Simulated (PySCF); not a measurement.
## Correlation energy of Mn²⁺ (manganese, charge +2)

[Ar] 3d5, high-spin 6S determinant. All numbers are calculated (PySCF 2.14, no relativity, point nucleus, in def2-QZVPPD). Frozen: [Ar]; 5 electrons correlated.

```
  level  correlation energy (mhartree)
   CCSD                         -76.95
    (T)                          -0.82
CCSD(T)                         -77.77
```

Diagnostics: T1 = 0.0040, D1 = 0.0057, largest double amplitude 0.013.

Task: Is a single reference adequate?

Result: Yes: T1 lies below 0.03 and no double amplitude reaches 0.07.
